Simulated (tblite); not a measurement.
Task: What does the GFN2-xTB structure of `O=CC#Cc1n[c]c[nH]1` [radical] look like in three dimensions? (Doublet state.)

Result: 
```xyz
12
C6H3N2O angstrom
O      3.209    2.439    0.829
C      3.018    1.455    0.160
C      1.794    0.745    0.065
C      0.733    0.159    0.004
C     -0.466   -0.537   -0.091
N     -0.699   -1.621   -0.823
C     -1.954   -1.943   -0.618
C     -2.574   -1.085    0.249
N     -1.605   -0.179    0.584
H      3.815    1.003   -0.465
H     -3.570   -1.044    0.634
H     -1.699    0.608    1.210
```

Any rigid rotation of these coordinates is as good. Atoms count from 1 in this order. The C–N distances run from 1.312 Å (N6–C7, aromatic) to 1.371 Å (C5–N9, aromatic), a spread of 0.059 Å. C2 (carbon bonded to C, O and H) is planar (angles 125.6°, 122.1° and 112.3°, sum 360.0°, 0.00 Å off the plane of its three neighbours). C5 (carbon bonded to C and 2 N) is planar (angles 126.6°, 123.5° and 109.8°, sum 360.0°, 0.00 Å off the plane of its three neighbours). C8 (carbon bonded to C, N and H) is planar (angles 132.4°, 123.1° and 104.4°, sum 360.0°, 0.00 Å off the plane of its three neighbours).

Bonds between heavy atoms (Å): O1=C2 1.205, C2–C3 1.419, C3≡C4 1.213, C4–C5 1.390, C5–N6 1.329, N6–C7 1.312, C7–C8 1.368, C8–N9 1.368, C5–N9 1.371.

Structure optimised with GFN2-xTB, isolated species. This method treats the open shell by occupation alone, without spin polarisation.

Point group: Cs (tolerance 0.08 Å). Its GFN2-xTB frequencies are all real (lowest 66 cm⁻¹).

These are computed values.
